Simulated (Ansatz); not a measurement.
Two isomers of C3H8Si2: A = `[SiH3]C=C=C[SiH3]`, B = `C#C[SiH2][SiH2]C`.

Gas-phase electronic energies from Ansatz, PBE0-D4/def2-TZVP geometries. CCSD(T)/CBS is the MP2 limit (def2-TZVPP, def2-QZVPP) plus CCSD(T) − MP2 in def2-TZVPP, frozen cores. Functionals use def2-TZVPP. B3LYP here is the variant with VWN-RPA as its local correlation; programs differ in this. One conformer a species, not always the lowest.

A:

```xyz
13

Si   -1.242    1.814   -1.255
C    -1.080   -0.026   -1.043
C     0.005   -0.552   -0.552
C     1.089   -1.033   -0.016
Si    1.237   -1.243    1.826
H    -1.462    2.156   -2.686
H    -2.407    2.321   -0.482
H     0.001    2.464   -0.771
H    -1.897   -0.685   -1.330
H     1.915   -1.313   -0.668
H    -0.016   -0.771    2.465
H     1.467   -2.673    2.169
H     2.391   -0.460    2.343
```

B:

```xyz
13

C     2.6288    0.7210   -1.2662
C     1.7771    0.9986   -0.4577
Si    0.4313    1.3540    0.7264
Si   -1.4154    0.0399    0.1355
C    -0.9322   -1.7689    0.0418
H     3.3870    0.4838   -1.9771
H     0.9147    1.0210    2.0937
H     0.1215    2.8073    0.6781
H    -1.9247    0.5151   -1.1813
H    -2.4960    0.2473    1.1416
H    -0.1235   -1.9078   -0.6788
H    -0.5878   -2.1293    1.0134
H    -1.7808   -2.3819   -0.2695
```

(1) Which isomer does CCSD(T)/CBS put lower? Give the gap. (Best estimate.)

(2) Give E(B) − E(A) in kJ/mol with PBE0-D4, PBE-D4, MP2/def2-TZVPP, B3LYP-D4, CCSD(T)/def2-TZVPP, B3LYP, ωB97M-V. (Estimate.)

Largest T1 diagnostic: 0.013.

Results:

(1) Computed: B, by 35.6 kJ/mol.

(2) Ansatz gave: PBE0-D4 -22.3, PBE-D4 -19.7, MP2/def2-TZVPP -37.3, B3LYP-D4 -16.5, CCSD(T)/def2-TZVPP -32.8, B3LYP -16.3, ωB97M-V -22.6. None reverses the order clearly.

In def2-TZVPP, CCSD(T) changes the Hartree–Fock value by −12.2 kJ/mol (the triples alone add +0.4 kJ/mol) and MP2 by −16.7 kJ/mol.
